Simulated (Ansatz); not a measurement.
Total energies of BFH3NOSi (`NB1O[SiH]1F`).

Cartesian coordinates in Å:
```
N 1.017 0.517 1.342
B 0.260 0.118 0.258
O 0.530 -0.781 -0.763
Si -1.041 -0.216 -1.054
F -2.166 -1.338 -0.926
H 0.690 1.183 2.017
H 1.936 0.147 1.523
H -1.225 0.370 -2.397
```

The species carries charge 0 and has multiplicity 1. The structure was optimised at the PBE0-D4/def2-TZVP level. It is one conformer, not always the lowest. Basis def2-TZVPP, Ansatz.

RPA on PBE orbitals: Hartree–Fock energy of these orbitals -544.31858 Eh, correlation -1.40964 Eh (frozen core).

```tsv
functional	energy without D4 (Eh)	D4 term (kJ/mol)
r2SCAN0	-546.04373	-4.0
CAM-B3LYP	-546.15514	-12.1
```

Problem. Give the same for LDA (SPW92), PBE, revPBE, BLYP, r2SCAN, B97M-V, PBE0, B3LYP, r2SCANh, HSE06 (plane-wave form), BHLYP, LC-ωPBE, ωB97X-V, ωB97M-V, B2PLYP, PBE-QIDH. (Estimate.)

Solution. The calculation gave: 
```
             functional  energy without D4 (Eh)  D4 term (kJ/mol)
            LDA (SPW92)              -543.18048                 –
                    PBE              -545.80306             -14.2
                 revPBE              -546.08305             -44.4
                   BLYP              -546.18546             -31.8
                 r2SCAN              -546.08330              -3.4
                 B97M-V              -546.10145                 –
                   PBE0              -545.83487             -12.0
                  B3LYP              -546.25663             -23.1
                r2SCANh              -546.06699              -3.6
HSE06 (plane-wave form)              -545.81673             -11.1
                  BHLYP              -546.11612             -17.6
                LC-ωPBE              -545.98195                 –
                ωB97X-V              -546.10045                 –
                ωB97M-V              -546.14040                 –
                 B2PLYP              -545.94766                 –
               PBE-QIDH              -545.71637                 –
```

B3LYP takes the VWN-RPA correlation (the form of Gaussian; ORCA's B3LYP/G). HSE06 is the plane-wave form, built on full-range PBE exchange. The double hybrids freeze the cores in their second-order part.

LC-ωPBE has ω = 0.4 bohr⁻¹.
